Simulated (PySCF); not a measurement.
Compound: C₅H₁₁Al.
Atom-mapped SMILES: `[CH3:1][C:2]1([AlH2:3])[CH2:4][CH2:5][CH2:6]1` (hydrogens: H7, H8, H9 on C1; H10, H11 on Al3; H12, H13 on C4; H14, H15 on C5; H16, H17 on C6)

Level of theory: core-valence-separated Tamm–Dancoff BHandHLYP/aug-pcX-1 (pcseg-1 on H, def2-SVPD on Al) in PySCF, non-relativistic, gas phase, PBE0-D3(BJ)/def2-SVP geometry. BHandHLYP without relativity tends to put these K edges a few eV too low, so spacings mean more than positions.

Task: Give energies, oscillator strengths and core holes at the C K edge.

Result: 
```json
{"E (eV)": "283.93", "f": "0.0002", "core hole on": "C2", "main final orbital": "LUMO (95 %)"}
{"E (eV)": "284.53", "f": "0.0020", "core hole on": "C1", "main final orbital": "LUMO (88 %)"}
{"E (eV)": "284.68", "f": "0.0088", "core hole on": "C5", "main final orbital": "LUMO (79 %)"}
{"E (eV)": "284.79", "f": "0.0038", "core hole on": "C4/C6", "main final orbital": "LUMO (2 roots, f summed)"}
{"E (eV)": "285.29", "f": "0.0215", "core hole on": "C2", "main final orbital": "spread"}
{"E (eV)": "285.56", "f": "0.0153", "core hole on": "C1", "main final orbital": "LUMO+1 (53 %)"}
{"E (eV)": "285.63", "f": "0.0256", "core hole on": "C4/C6", "main final orbital": "LUMO+1 (2 roots, f summed)"}
{"E (eV)": "285.77", "f": "0.0158", "core hole on": "C5", "main final orbital": "LUMO+2 (36 %)"}
{"E (eV)": "286.00", "f": "0.0497", "core hole on": "C4/C6", "main final orbital": "LUMO+4 (2 roots, f summed)"}
{"E (eV)": "286.12", "f": "0.0267", "core hole on": "C1", "main final orbital": "LUMO+7 (50 %)"}
{"E (eV)": "286.15", "f": "0.0304", "core hole on": "C2", "main final orbital": "LUMO+1/LUMO+3 (2 roots, f summed)"}
{"E (eV)": "286.16", "f": "0.0152", "core hole on": "C5", "main final orbital": "LUMO+4 (35 %)"}
{"E (eV)": "286.21", "f": "0.0306", "core hole on": "C1", "main final orbital": "LUMO+4 (38 %)"}
{"E (eV)": "286.35", "f": "0.0061", "core hole on": "C2", "main final orbital": "LUMO+2 (62 %)"}
{"E (eV)": "286.40", "f": "0.0241", "core hole on": "C4/C6", "main final orbital": "LUMO+2 (2 roots, f summed)"}
{"E (eV)": "286.46", "f": "0.0095", "core hole on": "C5", "main final orbital": "LUMO+3 (73 %)"}
```

The first line with a tenth or more of the strongest one's intensity is at 284.68 eV (f = 0.009), with the hole on C5 (four-membered-ring carbon). The strongest listed is at 286.00 eV (f = 0.050, sum of 2; C4/C6).

Roots within 0.03 eV whose holes lie on the same, on equivalent or on shared atoms are summed into one line, and the highest roots are left out, as the search may have cut off their partners. Final orbitals are the ground state's empty Kohn–Sham orbitals.

Task: What length of transition dipole belongs to the line at 286.12 eV?

Result: From f = (2/3) ΔE |μ|² in atomic units, with ΔE = 10.515 Eh and f = 0.0267: |μ| = 0.062 au = 0.16 D.

Only the lowest roots of each edge were sought.

One conformer stands for the species.
